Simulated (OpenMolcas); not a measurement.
# Multiconfigurational calculation on Cd

Input:

```
&GATEWAY
Coord
1

Cd 0.0 0.0 0.0
Basis=ANO-RCC-VTZP
Group=XYZ
NoMove
AngMom=0.0 0.0 0.0
AMFI
&SEWARD
* reference wave functions (RASSCF and RASSI steps not shown): 2 electrons in 4 orbitals (5s 5p)
>>> COPY JOB002 $Project.JobIph
&CASPT2
Multistate=1 1
Frozen=14 9
IPEA=0.5
Imaginary=0.5
MaxIter=60
WThr=0.0 0.3 0.05
PrWF=0.5
NoMix
>>> COPY JOB003 $Project.JobIph
&CASPT2
XMultistate=3 1 2 3
Frozen=14 9
IPEA=0.5
Imaginary=0.5
MaxIter=60
WThr=0.0 0.3 0.05
PrWF=0.5
NoMix
```

Launched by
```bash
OMP_NUM_THREADS=1 MOLCAS_MEM=2252 MOLCAS_PROJECT=a pymolcas a.inp > a.log  # once for each step of the input, in one work folder
```

Output, cut to the results:

```
--- CASPT2 ---
Orbital specifications:
      -----------------------

      Symmetry species                           1   2
                                                ag  au
      Frozen orbitals                           14   9
      Inactive orbitals                          0   0
      Active orbitals                            1   3
      Secondary orbitals                        21  20
      Deleted orbitals                           0   0
      Number of basis functions                 36  32
Type of calculation                        SS-CASPT2
      Fock operator                              state-specific
      IPEA shift                                 0.50
      Real shift                                 0.00
      Imaginary shift                            0.50
      The input orbitals will be transformed to quasi-canonical
Reference energy:       -5590.2987325884
      E2 (Non-variational):      -0.0069255017
      Shift correction:          -0.0011237276
      E2 (Variational):          -0.0080492293
      Total energy:           -5590.3067818176
      Residual norm:              0.0000000344
      Reference weight:           0.99549
      Contributions to the CASPT2 correlation energy
      Active & Virtual Only:         -0.0069255017
      One Inactive Excited:           0.0000000000
      Two Inactive Excited:           0.0000000000
::    CASPT2 Root  1     Total energy:  -5590.30678182
--- CASPT2 ---
Orbital specifications:
      -----------------------

      Symmetry species                           1   2
                                                ag  au
      Frozen orbitals                           14   9
      Inactive orbitals                          0   0
      Active orbitals                            1   3
      Secondary orbitals                        21  20
      Deleted orbitals                           0   0
      Number of basis functions                 36  32
Type of calculation                        XMS-CASPT2
      Fock operator                              state-average
      IPEA shift                                 0.50
      Real shift                                 0.00
      Imaginary shift                            0.50
      The input orbitals will be transformed to quasi-canonical
      The input states will be rotated to diagonalize the Fock operator
Reference energy:       -5590.1878256922
      E2 (Non-variational):      -0.0020848979
      Shift correction:          -0.0003509567
      E2 (Variational):          -0.0024358547
      Total energy:           -5590.1902615468
      Residual norm:              0.0000000329
      Reference weight:           0.99852
      Contributions to the CASPT2 correlation energy
      Active & Virtual Only:         -0.0020848979
      One Inactive Excited:           0.0000000000
      Two Inactive Excited:           0.0000000000
Reference energy:       -5590.1878256922
      E2 (Non-variational):      -0.0020848983
      Shift correction:          -0.0003509570
      E2 (Variational):          -0.0024358553
      Total energy:           -5590.1902615474
      Residual norm:              0.0000000329
      Reference weight:           0.99852
      Contributions to the CASPT2 correlation energy
      Active & Virtual Only:         -0.0020848983
      One Inactive Excited:           0.0000000000
      Two Inactive Excited:           0.0000000000
::    XMS-CASPT2 Root  1     Total energy:  -5590.19026155
::    XMS-CASPT2 Root  2     Total energy:  -5590.19026155
::    XMS-CASPT2 Root  3     Total energy:  -5590.19026155
```

In XMS-CASPT2 the single-state energies belong to rotated reference states; over a whole degenerate manifold the rotation is arbitrary, and only the multistate roots count.

Levels above the lowest, from the spin-orbit matrix with the multistate effective Hamiltonian, averaged by term, added to it:

```csv
Configuration,Term,J,E (cm-1),Measured (cm-1),g,Term weight %
5s2,1S,0,0.0,0.0,,100
5s 5p,3P*,0,24628,30114,,100
5s 5p,3P*,1,25101,30656,1.501,100
5s 5p,3P*,2,26046,31827,1.501,100
```

Against the 3 measured excited levels shown (NIST Handbook of Basic Atomic Spectroscopic Data) the mean absolute deviation is 5600 cm-1; the largest miss in energy is 5s 5p 3P* 2: computed 26046, measured 31827 cm-1 (-18.2 %).

Some high roots are left out of the spin-orbit mixing, which shifts the levels that they would mix with. Terms from blocks run as CI alone lack orbitals of their own. Computed and measured levels are paired by configuration, term and J; levels that our copy of the source lacks, or whose pairing is in doubt (as where it misses far off the trend of its configuration), stay unpaired and out of the deviations. Only configurations of the active space appear. The first state left out of the spin-orbit step lies near 47000 cm-1 above the lowest spin-free state of the reference (among the parities and spins computed), and the list stops at four fifths of that energy or lower.

The term weight is that of the spin-free term in the level, not the purity of its configuration. * marks odd parity.
